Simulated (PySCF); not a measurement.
This PySCF input asks for the NMR shieldings of `B[Si@@]1(C2CCC2)COC1=C`, C7H13BOSi; the geometry comes from GFN2-xTB.

```python
import basis_set_exchange as bse
import numpy as np
from pyscf import gto, dft
from pyscf.prop import nmr

atoms = """
B    -1.054522    2.576433   -0.832809
Si   -0.762741    0.897429    0.105182
C     0.997600    0.541614    0.775775
C     1.281154   -0.924296    1.162772
C     2.110604   -1.083321   -0.116596
C     2.074348    0.435776   -0.322432
C    -2.110598    0.185630    1.320612
O    -2.460911   -0.873506    0.415133
C    -1.583855   -0.681598   -0.624547
C    -1.502926   -1.455330   -1.697768
H    -0.481108    2.812613   -1.823043
H    -1.819478    3.375669   -0.457457
H     1.247816    1.257830    1.562012
H     0.415812   -1.577774    1.244011
H     1.875005   -1.014689    2.070928
H     3.097797   -1.524183    0.007538
H     1.574822   -1.623285   -0.893803
H     3.008462    0.924202   -0.047806
H     1.787733    0.770621   -1.317723
H    -2.990135    0.804738    1.510363
H    -1.782692   -0.241270    2.270966
H    -2.127725   -2.324030   -1.822976
H    -0.799211   -1.232287   -2.478256
"""
names = dict.fromkeys(["B", "Si", "C", "O", "H"], "pcSseg-1")
basis = {el: gto.basis.parse(bse.get_basis(n, elements=[el], fmt="nwchem")) for el, n in names.items()}
mol = gto.M(atom=atoms, basis=basis, charge=0, verbose=0)
mf = dft.RKS(mol, xc="PBE0")
mf.grids.level = 2
mf.grids.alignment = dft.numint.BLKSIZE   # the property module wants whole blocks of grid points
mf.conv_tol = 1e-9
mf.kernel()

calc = nmr.RKS(mf)   # GIAO
C = mf.mo_coeff
Co = C[:, mf.mo_occ > 0]
resp = mf.gen_response(singlet=True, hermi=2)
def vind(x):   # induced exchange potential for any number of trial vectors
    d = np.einsum("pi,xij,qj->xpq", C, 2 * x.reshape(-1, C.shape[1], Co.shape[1]), Co, optimize=True)
    return np.einsum("xpq,pi,qj->xij", resp(d - d.transpose(0, 2, 1)), C, Co, optimize=True).ravel()
mo1, _ = nmr.rhf.solve_mo1(calc, with_cphf=vind)
sigma = calc.kernel(mo1)
for i, s in enumerate(sigma):   # ppm
    w = np.linalg.eigvalsh((s + s.T) / 2)
    print("%2d %-2s iso %8.1f  s11 %8.1f  s22 %8.1f  s33 %8.1f" % (i, mol.atom_pure_symbol(i), w.mean(), *w))
```

**Question.** Give the expected output.

**Answer.** 
```
 0 B  iso    -10.3  s11   -128.5  s22    -54.6  s33    152.3
 1 Si iso    338.6  s11    288.1  s22    339.6  s33    388.0
 2 C  iso    165.9  s11    151.0  s22    163.2  s33    183.5
 3 C  iso    161.1  s11    146.6  s22    155.7  s33    181.1
 4 C  iso    165.0  s11    150.4  s22    166.3  s33    178.3
 5 C  iso    163.1  s11    148.6  s22    160.5  s33    180.2
 6 C  iso    119.3  s11     75.9  s22     98.9  s33    183.0
 7 O  iso    158.0  s11     30.2  s22    193.9  s33    249.8
 8 C  iso      7.8  s11    -77.7  s22     35.3  s33     65.9
 9 C  iso     84.9  s11    -23.4  s22    121.9  s33    156.1
10 H  iso     21.4  s11      7.8  s22     27.8  s33     28.4
11 H  iso     21.2  s11      8.8  s22     26.5  s33     28.3
12 H  iso     29.6  s11     25.7  s22     28.3  s33     34.9
13 H  iso     29.1  s11     25.3  s22     28.4  s33     33.7
14 H  iso     29.0  s11     25.8  s22     26.5  s33     34.5
15 H  iso     29.7  s11     26.1  s22     26.3  s33     36.6
16 H  iso     29.2  s11     25.8  s22     28.5  s33     33.2
17 H  iso     29.2  s11     26.1  s22     26.6  s33     34.8
18 H  iso     29.6  s11     25.5  s22     27.7  s33     35.7
19 H  iso     27.2  s11     23.7  s22     25.6  s33     32.2
20 H  iso     27.2  s11     24.0  s22     26.2  s33     31.4
21 H  iso     26.6  s11     23.0  s22     25.5  s33     31.2
22 H  iso     27.3  s11     24.3  s22     26.5  s33     31.2
```

These numbers come from an equivalent density-fitted implementation of the same equations, which agrees with the script to about 0.01 ppm for H and up to a few tenths of a ppm for heavy atoms, so last digits may differ.

Size and cost of the density-fitted run: 242 basis functions, 4.1 min wall time (3 min CPU) on 1 thread of an Intel Xeon, shared host; peak memory 1.1 GiB.
